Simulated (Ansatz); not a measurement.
Coupled-cluster diagnostics for the cluster Pd₂O₂⁻, Ansatz.

Geometry of the doublet (r2SCAN-D4/def2-TZVPD):

Cartesian coordinates in Å:
```
Pd 0.244 1.024 -0.672
Pd -0.244 -1.024 0.672
O -1.069 -0.404 -1.003
O 1.069 0.403 1.003
```

In the def2 sets Pd takes a core potential; there is no spin–orbit coupling. Correlated methods freeze 2 core orbitals; core or outer-core shells of Pd are correlated, in sets that lack core-valence functions. The structure comes from a short search, and lower isomers may exist.

Geometry of the charge -1 quartet (r2SCAN-D4/def2-TZVPD):

```xyz
4

Pd    0.885    0.939    0.349
Pd   -0.885   -0.939   -0.349
O    -0.618    0.949   -0.987
O     0.618   -0.949    0.987
```

(1) Estimate the CCSD(T) correlation energy, the shares of MP2 and (T), T1 and the reference's ⟨S²⟩ for: charge -1, doublet, own geometry in def2-SVPD; charge -1, quartet, own geometry in def2-SVPD; and the rough time on 2 threads of Arm Neoverse V2 on a shared host.

## Answers

(1) 
```tsv
state	basis	correlation (eV)	MP2 share (%)	(T) share (%)	T1	⟨S²⟩ (pure)	wall time	remarks
charge -1, doublet, own geometry	def2-SVPD	-32.756	88.0	6.1	0.145	2.63 (0.75)	4.8 min	flagged by the program, large T1, spin-contaminated
charge -1, quartet, own geometry	def2-SVPD	-30.087	92.6	4.8	0.069	4.83 (3.75)	4.2 min	HOMO above zero, flagged by the program, large T1, spin-contaminated
```
Customary marks for T1 are 0.02 (closed shells), 0.045 (open shells) and about 0.05 (3d metals). T1 exceeds 0.02 in 2 of 2 rows and 0.045 in 2; the higher it lies, the less the single-reference result can be trusted.
